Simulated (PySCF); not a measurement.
Ligands exchanged one at a time, Ga F-SH. Isolated molecules, 0 K electronic values unless said otherwise. One relaxed conformer stands for each flexible species; it need not be the lowest. Strings in code marks are SMILES.

The LUMO from two functionals at the same geometries (CAM-B3LYP-D3(BJ)/def2-TZVP), both in PySCF: PBE-D3(BJ)/def2-TZVP and CAM-B3LYP-D3(BJ)/def2-TZVP. 

```
species                                                                                         CAM-B3LYP-D3(BJ)/def2-TZVP (eV)
----------------------------------------------------------------------------------------------  -------------------------------
0 of 3 F replaced by SH                                                                                                   -1.44
1 of 3 F replaced by SH                                                                                                   -0.71
2 of 3 F replaced by SH (`[F][Ga]([SH])[SH]` (S–Ga–S–H torsion -180°, S–Ga–S–H torsion -180°))                            -0.22
```

What does PBE-D3(BJ)/def2-TZVP give for each?


- 0 of 3 F replaced by SH: -3.35
- 1 of 3 F replaced by SH: -2.60
- 2 of 3 F replaced by SH (`[F][Ga]([SH])[SH]` (S–Ga–S–H torsion -180°, S–Ga–S–H torsion -180°)): -2.10
Over these rows, drawn at random from the members with no instability flagged (it was tested for open shells, ions and some series alone), PBE minus CAM-B3LYP-D3(BJ): mean -1.89 eV, from -1.91 eV to -1.88 eV.
